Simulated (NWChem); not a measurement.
# CdHOBr; SMILES [Cd]([OH])[Br]

```xyz
4

Cd    -0.4751     0.5221     0.0001
Br     0.3928    -1.7175    -0.0001
O     -1.2864     2.3121     0.0010
H     -0.6144     3.0037    -0.0075
```
Atoms are numbered in this order, from 1.

Program: NWChem. The geometry was optimised at PBE0/def2-SVP. No frequency run checked for a minimum. def2 effective core potentials on Cd; no spin-orbit coupling. Ions are spin-unrestricted doublets at the neutral geometry; other ion states weren't tried.

Predict the results for PBE/def2-SVP. Quantities: vertical ionisation energy, ΔSCF (eV); −ε(HOMO) (eV).


```json
{
 "vertical ionisation energy, ΔSCF (eV)": "9.66",
 "−ε(HOMO) (eV)": "6.37"
}
```
